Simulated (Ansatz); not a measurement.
Consider the atomization: `CC(C)B(F)F` → B• + 3 C• + 2 F• + 7 H•.

Isolated molecules relaxed with PBE0-D4/def2-TZVP in Ansatz; ΔE leaves out vibrations. CBS: MP2 limit from def2 TZ/QZ plus the TZ coupled-cluster correction, frozen cores. This one scheme is used for every species, atoms too. No spin–orbit coupling; open shells (•) take unrestricted orbitals. Spin–orbit coupling would lower the free atoms: a little for B, C, F. Each species was taken in one conformer, which may not be the lowest.

| species | HF/def2-TZVPP energy (Eh) |
| --- | --- |
| `CC(C)B(F)F` | -341.52678 |
| B• | -24.53233 |
| C• | -37.69248 |
| F• | -99.41180 |
| H• | -0.49981 |

Q: Work out ΔE.

A: ΔE = 7 × (-0.49981) + 3 × (-37.69248) + 2 × (-99.41180) + (-24.53233) − (-341.52678) = 1.59474 Eh = +4187.0 kJ/mol. CCSD(T)/CBS gives +5446.3 kJ/mol.

Q: What do rigid-rotor, harmonic-oscillator terms from PBE0-D4/def2-TZVP frequencies (298.15 K, 1 bar) make of the CCSD(T)/CBS value? (An estimate is asked.)

A: The calculation gave: ΔZPE = -271.6 kJ/mol, ΔH = +5233.8 kJ/mol, ΔS = 1395 J/(mol·K), ΔG = +4818.0 kJ/mol. Open shells count their whole term as degenerate. Modes under 50 cm⁻¹ make the entropy rough.

Largest T1 diagnostic among the species: 0.014.

From BLYP to BHLYP (50 % exact exchange), in def2-TZVPP and without D4, ΔE moves by −91.3 kJ/mol: exact exchange takes away binding that semilocal exchange gives to molecules. At CCSD(T), def2-SVP lies −185.2 kJ/mol from the extrapolated value and def2-TZVPP −111.0 kJ/mol: correlation converges slowly with the basis, and small sets miss more of it in the bonded molecule than in its fragments.

For atomizations the MP2-based limit and the directly extrapolated one differ by several kJ/mol either way, and by 10 to 25 for some Ge, Se and Sn compounds, so smaller differences from it don't rank the levels.
